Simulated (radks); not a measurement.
These are the eigenvalues of the occupied orbitals of an atom or ion with whole-number occupations (eV). Calculated with a radial shooting solver on a logarithmic mesh with Libxc functionals: scalar-relativistic Kohn-Sham, r2SCAN, spin-polarised, spherical densities, finite nucleus; meta-GGA in the generalised Kohn-Sham scheme; Fermi nuclear charge, rms radius of each element as measured or else 0.836 A^(1/3) + 0.57 fm.

1s: -196.7875
2s: -19.7319

Which element is it, and in what charge state? The configuration may be excited. Open shells, if any, are filled with parallel spins first.

Answer. Z = 5, boron, charge +1: B+ in [He] 2s2. The 1s level, -7.2318 hartree, gives Z - s = 3.8 by -(Z - s)^2/2, which with screening and relativity narrows Z to a few neighbours, and with so few levels the electron count can be read from the list.
